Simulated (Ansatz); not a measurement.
Ansatz (a quantum-chemistry and plane-wave program) input:
A basis named .json is the Basis Set Exchange file of that set.

Ansatz 0.2 input:
```yaml
crystal:
  periodic: [false, false, false]
  atoms:
    - {symbol: C, position_ang: [2.15572656, -0.44303286, -1.27070040]}
    - {symbol: Se, position_ang: [1.54302350, 0.87048805, 0.04897811]}
    - {symbol: C, position_ang: [-0.39046185, 0.67783772, -0.27006758]}
    - {symbol: C, position_ang: [-1.12693569, 1.84770096, 0.35602101]}
    - {symbol: Se, position_ang: [-0.98205793, -1.07277024, 0.43716825]}
    - {symbol: C, position_ang: [-2.70128136, -1.17279837, -0.51252228]}
    - {symbol: H, position_ang: [1.91516776, -0.10327919, -2.27549337]}
    - {symbol: H, position_ang: [1.68963409, -1.40342660, -1.06673261]}
    - {symbol: H, position_ang: [3.23483727, -0.52003981, -1.15723096]}
    - {symbol: H, position_ang: [-0.53693251, 0.64979326, -1.34883618]}
    - {symbol: H, position_ang: [-2.20349079, 1.74496182, 0.21071020]}
    - {symbol: H, position_ang: [-0.93912471, 1.89808881, 1.42902692]}
    - {symbol: H, position_ang: [-0.80974526, 2.78903066, -0.09904129]}
    - {symbol: H, position_ang: [-3.37582936, -0.38926907, -0.17585519]}
    - {symbol: H, position_ang: [-3.13049815, -2.14430723, -0.27572858]}
    - {symbol: H, position_ang: [-2.53913395, -1.10220287, -1.58617932]}
basis:
  gaussian:
    orbitals: aug-cc-pVTZ
    fitting: {mean_field: def2-universal-jkfit, correlation: aug-cc-pVTZ-RIFIT.json}
magnetization: {spin_polarized: true, initial_magnetization: 2}
correlation: {method: mp2, electrons: outside_noble_gas}
```

**Question.** Which total energy does the run end on?

**Answer.** -4957.99971 Eh (RI-MP2/aug-cc-pVTZ). The basis has 532 functions.

This state (charge 0, triplet) is run at the relaxed geometry of the species with charge 0 and multiplicity 1, and is a spin state other than that species' own.
